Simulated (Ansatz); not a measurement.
All values below come from frozen-core CCSD(T)/def2-TZVPP // PBE-D3(BJ)/def2-SVP run with Ansatz (a first-principles code).

Ansatz 0.2 input:
```yaml
crystal:
  periodic: [false, false, false]
  atoms:
    - { symbol: Zn, position_ang: [0.000001, 0.000005, -0.000001] }
    - { symbol: C, position_ang: [1.852933, -0.490347, 0.342589] }
    - { symbol: H, position_ang: [2.107366, -0.388928, 1.418574] }
    - { symbol: H, position_ang: [2.555246, 0.153612, -0.227359] }
    - { symbol: H, position_ang: [2.054995, -1.542389, 0.050794] }
    - { symbol: C, position_ang: [-1.852932, 0.49035, -0.342592] }
    - { symbol: H, position_ang: [-2.041127, 1.558106, -0.103331] }
    - { symbol: H, position_ang: [-2.553114, -0.11606, 0.2696] }
    - { symbol: H, position_ang: [-2.123364, 0.335661, -1.408286] }
basis:
  gaussian: { orbitals: def2-TZVPP }
correlation:
  method: ccsd_t
```

Output:

```
Functional definition: HF
1283 factors; integrals over basis functions are off by at most 7.8e-4 eV
mean field evaluation 1: about -50529.4935 eV, gradient 3.5e1 eV
mean field evaluation 2: about -50529.7164 eV, gradient 3.5e1 eV
mean field evaluation 4: about -50532.5631 eV, gradient 6.9e0 eV
mean field evaluation 8: about -50532.6162 eV, gradient 3.2e-1 eV
mean field evaluation 16: about -50529.4946 eV, gradient 3.5e1 eV
mean field -50532.61654081 eV, -1857.0394056371 hartree, gradient 2.6e-6 eV, S^2 0.000000; 0 other end points of the search recorded, 0 dependent functions left out
7 core orbitals not correlated
reference -50532.61654081 eV, -1857.0394056371 hartree; 17, 17 occupied and 186, 186 virtual orbitals, 1283 factors
second order -33.13606418 eV of doubles, -0.00000000 eV of singles
cycle   1  -30.17766607 eV  change     3.0e0 eV  update   1.5e-1
cycle   2  -31.38112518 eV  change    -1.2e0 eV  update   7.9e-2
cycle   3  -31.65391651 eV  change   -2.7e-1 eV  update   2.3e-2
cycle   4  -31.60282357 eV  change    5.1e-2 eV  update   8.4e-3
cycle   5  -31.58911725 eV  change    1.4e-2 eV  update   3.3e-3
cycle   6  -31.59306748 eV  change   -4.0e-3 eV  update   1.2e-3
cycle   7  -31.59311175 eV  change   -4.4e-5 eV  update   4.9e-4
cycle   8  -31.59221295 eV  change    9.0e-4 eV  update   1.5e-4
cycle   9  -31.59230623 eV  change   -9.3e-5 eV  update   4.7e-5
cycle  10  -31.59240174 eV  change   -9.6e-5 eV  update   1.5e-5
cycle  11  -31.59237156 eV  change    3.0e-5 eV  update   7.6e-6
perturbative correction -0.91357380 eV, -0.0335732178 hartree
Total energy: -50565.12248617 eV, -1858.2339770958 hartree
```

Cost: very roughly 80 core-seconds.
